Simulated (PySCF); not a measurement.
# Which determinant of TeO lies lowest?

Unrestricted PBE0; basis Te def2-TZVPP with ECP28, O def2-TZVPP; scalar-relativistic core potentials; PySCF 2.14. Outer shells of the fragments: Te 4d10 5s2 5p4; O 2s2 2p4.

Followed along the bond (rough minima from three points):

| 2Ms+1 | unpaired | ⟨S²⟩ at the start | R at minimum (Å) | Te (eV) |
| --- | --- | --- | --- | --- |
| 3 | π ↑↑ | 2.01 | 1.82 | 0.00 |
| 1 | π ↑↓ | 1.01 | 1.82 | 0.28 |
| 1 | none | 0.00 | 1.82 | 1.14 |
| 5 | σ ↑, π ↑↑↑ | 6.01 | none in the scan | ≤ 3.62 |

Solutions found at the starting distance of 1.920 Å, counted from the lowest of them; the search is not exhaustive and high or unbound solutions are not listed, so other states can lie among these:

```tsv
2Ms+1	unpaired	term	E (eV)	⟨S²⟩	⟨Lz²⟩	μ (D)
3	π ↑↑	³Σ⁻	0.00	2.01	0.00	-3.18
1	π ↑↓	mixed	0.28	1.01	2.02	-3.20
1	none	mixed	1.13	0.00	2.01	-3.18
3	π ↑↑	mixed	2.31	2.01	2.02	-1.38
3	σ ↑, π ↑	³Π	3.49	2.01	1.01	-2.32
3	σ ↑, π ↑	³Π	3.64	2.01	1.01	-2.13
1	σ ↓, π ↑	mixed	3.64	1.37	1.21	-1.86
1	σ ↓, π ↑	mixed	3.86	1.01	1.01	-2.24
5	σ ↑, π ↑↑↑	⁵Π	4.06	6.01	1.01	-0.97
3	σ ↑, π ↑↑↓	mixed	4.77	3.01	3.03	-0.97
5	σ ↑↑, π ↑↑	⁵Σ⁻	5.06	6.01	0.00	-1.57
1	σ ↓↓, π ↑↑	mixed	6.13	2.01	0.00	-1.54
5	σ ↑↑, π ↑↑	mixed	8.19	6.01	2.02	1.49
```

A term symbol is given only where ⟨S²⟩ and ⟨Lz²⟩ are close to those of a pure state; real π, δ and φ orbitals otherwise mix terms. A positive dipole means Te(−)O(+).

Spin–orbit coupling is left out. Counting both spins, an empty level lies below a filled one in some of these solutions, because spin and occupation are held.
